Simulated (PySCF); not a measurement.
Al(F)(SH)2 (AlFH₂S₂), SMILES [F][Al]([SH])[SH]. The structure is a stationary point at B3LYP-D3(BJ)/def2-SVP. Other conformers were not sampled.

Method: B3LYP-D3(BJ)/def2-SVP run with PySCF.

Harmonic wavenumbers (cm⁻¹): 124, 174, 188, 211, 258, 397, 566, 644, 680, 885, 2662, 2665. Rotational constants (GHz): 4.393, 2.083, 1.413; symmetry number 1.

Q: Work out the zero-point energy and the ideal-gas rigid-rotor harmonic-oscillator thermochemistry at 298.15 K and 1 atm.

A: ZPE = ½ Σ hcν = ½ × 9452 cm⁻¹ = 13.51 kcal/mol. H − E(el) = 18.21 kcal/mol. Entropy in cal/(mol K): translation 40.06, rotation 27.61, vibration 13.75, total 81.42. G − E(el) = -6.07 kcal/mol. Cp = 22.10 cal/(mol K). Modes under 150 cm⁻¹ make the vibrational entropy uncertain.
